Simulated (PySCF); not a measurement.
# Radial density of Ge²⁺ (germanium, charge +2)

M06-L, [Ar] 3d10 4s2, closed-shell 1S. Computed with PySCF 2.14 in cc-pVTZ-DK (6s5p3d1f, 43 functions), with scalar relativity by spin-free X2C-1e.

```json
{"r (bohr)": "0.000790", "4πr²ρ (e/bohr)": "0.2946"}
{"r (bohr)": "0.00133", "4πr²ρ (e/bohr)": "0.7291"}
{"r (bohr)": "0.00223", "4πr²ρ (e/bohr)": "1.767"}
{"r (bohr)": "0.00376", "4πr²ρ (e/bohr)": "4.136"}
{"r (bohr)": "0.00632", "4πr²ρ (e/bohr)": "9.154"}
{"r (bohr)": "0.0106", "4πr²ρ (e/bohr)": "18.34"}
{"r (bohr)": "0.0179", "4πr²ρ (e/bohr)": "30.93"}
{"r (bohr)": "0.0301", "4πr²ρ (e/bohr)": "39.27"}
{"r (bohr)": "0.0506", "4πr²ρ (e/bohr)": "34.70"}
{"r (bohr)": "0.0851", "4πr²ρ (e/bohr)": "33.46"}
{"r (bohr)": "0.143", "4πr²ρ (e/bohr)": "45.74"}
{"r (bohr)": "0.241", "4πr²ρ (e/bohr)": "29.96"}
{"r (bohr)": "0.405", "4πr²ρ (e/bohr)": "25.45"}
{"r (bohr)": "0.681", "4πr²ρ (e/bohr)": "23.77"}
{"r (bohr)": "1.15", "4πr²ρ (e/bohr)": "6.188"}
{"r (bohr)": "1.93", "4πr²ρ (e/bohr)": "1.592"}
{"r (bohr)": "3.24", "4πr²ρ (e/bohr)": "0.2008"}
{"r (bohr)": "5.45", "4πr²ρ (e/bohr)": "0.001011"}
```

Densities and radii are taken from the X2C orbitals without a picture-change correction, which distorts them close to the nucleus.
